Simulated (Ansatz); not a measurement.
A nudged elastic band was laid between two geometries of C$_{2}$H$_{5}$InOSi (10 atoms, charge 0, multiplicity 1).

Method: RKS PBE0/def2-SVP in Ansatz.

- movable images: 7
- climbing image: yes
- spring: 5.0 eV/Å²
- optimiser: quadratic models (default)
- start path: through a guess of the saddle point
- force threshold: 0.03 eV/Å
- iteration limit: 60
- end points: relaxed

Image 0:

```xyz
10
Properties=species:S:1:pos:R:3
C -1.191 0.848 2.695
C -0.373 0.198 2.066
In 1.043 -0.920 1.012
O 0.909 -0.712 -0.970
Si 0.026 0.088 -2.109
H -1.918 1.425 3.240
H 2.279 -1.965 1.533
H -0.022 -0.715 -3.370
H -1.386 0.334 -1.664
H 0.635 1.420 -2.433
```

Image 8:

```xyz
10
Properties=species:S:1:pos:R:3
C -1.048 1.005 3.428
C -0.515 0.412 2.506
In 0.413 -0.632 0.959
O -0.039 0.155 -0.821
Si 0.246 -0.067 -2.426
H -1.521 1.530 4.240
H 1.448 -1.988 0.977
H 0.821 1.173 -3.037
H 1.216 -1.190 -2.674
H -1.022 -0.399 -3.151
```

(1) What changes between the two ends?

(2) What energy profile does the band end with?

(3) What is the geometry of the highest image?

Results:

(1) No bond is made or broken. The dihedral C2–In3–O4–Si5 goes from 1 to -179°.

(2) The run converged. The highest image is number 3 of 0 to 8, 0.037 eV above the first end and 0.027 eV above the last; the last end lies 0.010 eV above the first. Beside the main top the profile has a ripple of under 15 meV (maxima at images 3, 6), which may be a very shallow well or noise. A vibrational analysis at the climbing image gives one clearly imaginary mode, 51i cm⁻¹: a first-order saddle point.

| image | path coordinate (Å) | energy (eV) | dihedral C2–In3–O4–Si5 (°) |
| --- | --- | --- | --- |
| 0 | 0.00 | 0.000 | 1 |
| 1 | 1.22 | -0.002 | 0 |
| 2 | 2.43 | 0.008 | 10 |
| 3 | 3.66 | 0.037 | 96 |
| 4 | 4.77 | 0.017 | 166 |
| 5 | 5.88 | 0.012 | -179 |
| 6 | 7.00 | 0.018 | 179 |
| 7 | 8.11 | 0.016 | 178 |
| 8 | 9.23 | 0.010 | -179 |

(3) 
```xyz
10
Properties=species:S:1:pos:R:3
C -1.379 0.531 3.166
C -0.548 0.121 2.374
In 0.908 -0.586 1.056
O 0.308 -0.529 -0.839
Si 0.136 0.058 -2.358
H -2.118 0.894 3.860
H 2.457 -1.238 1.332
H -0.763 -0.830 -3.160
H -0.455 1.437 -2.360
H 1.454 0.142 -3.072
```

Run time: 7.9 min on 2 threads of Arm Neoverse V1, with other jobs on the host, peak memory 0.27 GiB.
